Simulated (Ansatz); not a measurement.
Cl₂H₆N₂OSi₂ (`N[SiH2]O[Si](N)(Cl)Cl`), relaxed with RKS PBE0-D4/def2-TZVP in Ansatz from a GFN2-xTB geometry. The force threshold is 0.005 eV/Å; the program also tests the step.

Charge 0, multiplicity 1.

Start:

```xyz
13

N     0.970    1.821   -0.325
Si    0.619    1.132    1.205
O     0.124   -0.403    0.923
Si   -0.337   -1.542   -0.101
N    -1.471   -0.893   -1.210
Cl    1.229   -2.175   -1.186
Cl   -1.022   -3.047    1.050
H     1.372    1.240   -1.044
H     1.325    2.760   -0.391
H     1.720    0.930    2.146
H    -0.533    1.837    1.756
H    -2.118   -0.189   -0.897
H    -1.878   -1.469   -1.927
```

```json
{"step": "1", "energy (eV)": "-45916.1810", "largest force (eV/Å)": "1.027", "largest move (Å)": "0.000"}
{"step": "2", "energy (eV)": "-45916.2822", "largest force (eV/Å)": "0.352", "largest move (Å)": "0.103"}
{"step": "3", "energy (eV)": "-45916.2936", "largest force (eV/Å)": "0.107", "largest move (Å)": "0.051"}
{"step": "4", "energy (eV)": "-45916.3027", "largest force (eV/Å)": "0.297", "largest move (Å)": "0.110"}
{"step": "5", "energy (eV)": "-45916.3299", "largest force (eV/Å)": "0.176", "largest move (Å)": "0.200"}
{"step": "6", "energy (eV)": "-45916.3392", "largest force (eV/Å)": "0.319", "largest move (Å)": "0.119"}
{"step": "7", "energy (eV)": "-45916.3667", "largest force (eV/Å)": "0.210", "largest move (Å)": "0.144"}
{"step": "8 (rejected)", "energy (eV)": "-45916.2970", "largest force (eV/Å)": "2.122", "largest move (Å)": "0.196"}
{"step": "9", "energy (eV)": "-45916.3814", "largest force (eV/Å)": "0.241", "largest move (Å)": "0.098"}
{"step": "10", "energy (eV)": "-45916.3997", "largest force (eV/Å)": "0.274", "largest move (Å)": "0.100"}
{"step": "11", "energy (eV)": "-45916.4021", "largest force (eV/Å)": "0.982", "largest move (Å)": "0.144"}
{"step": "16", "energy (eV)": "-45916.4204", "largest force (eV/Å)": "0.012", "largest move (Å)": "0.016"}
{"step": "21", "energy (eV)": "-45916.4206", "largest force (eV/Å)": "0.010", "largest move (Å)": "0.024"}
{"step": "26", "energy (eV)": "-45916.4208", "largest force (eV/Å)": "0.013", "largest move (Å)": "0.030"}
{"step": "31", "energy (eV)": "-45916.4211", "largest force (eV/Å)": "0.037", "largest move (Å)": "0.010"}
{"step": "36 (rejected)", "energy (eV)": "-45916.4217", "largest force (eV/Å)": "0.103", "largest move (Å)": "0.096"}
{"step": "41", "energy (eV)": "-45916.4235", "largest force (eV/Å)": "0.056", "largest move (Å)": "0.038"}
{"step": "46", "energy (eV)": "-45916.4254", "largest force (eV/Å)": "0.086", "largest move (Å)": "0.011"}
{"step": "51", "energy (eV)": "-45916.4278", "largest force (eV/Å)": "0.073", "largest move (Å)": "0.079"}
{"step": "56", "energy (eV)": "-45916.4316", "largest force (eV/Å)": "0.059", "largest move (Å)": "0.104"}
{"step": "61", "energy (eV)": "-45916.4365", "largest force (eV/Å)": "0.098", "largest move (Å)": "0.017"}
{"step": "66", "energy (eV)": "-45916.4483", "largest force (eV/Å)": "0.083", "largest move (Å)": "0.111"}
{"step": "71", "energy (eV)": "-45916.4522", "largest force (eV/Å)": "0.057", "largest move (Å)": "0.029"}
{"step": "76", "energy (eV)": "-45916.4531", "largest force (eV/Å)": "0.007", "largest move (Å)": "0.014"}
{"step": "79", "energy (eV)": "-45916.4531", "largest force (eV/Å)": "0.004", "largest move (Å)": "0.002"}
```

End:

```xyz
13

N     1.951    1.466    0.470
Si    0.349    1.401    1.033
O    -0.647    0.357    0.214
Si   -0.543   -0.986   -0.662
N    -2.079   -1.654   -0.829
Cl    0.194   -0.637   -2.534
Cl    0.832   -2.219    0.254
H     2.603    0.726    0.674
H     2.189    1.942   -0.385
H     0.372    0.950    2.442
H    -0.265    2.736    0.865
H    -2.698   -1.705   -0.037
H    -2.258   -2.376   -1.506
```

Hardware: 2 threads of an AMD EPYC 7R13 on a shared host and a share of an NVIDIA H100 80 GB. Wall time 3.9 min, peak host memory 0.99 GiB.
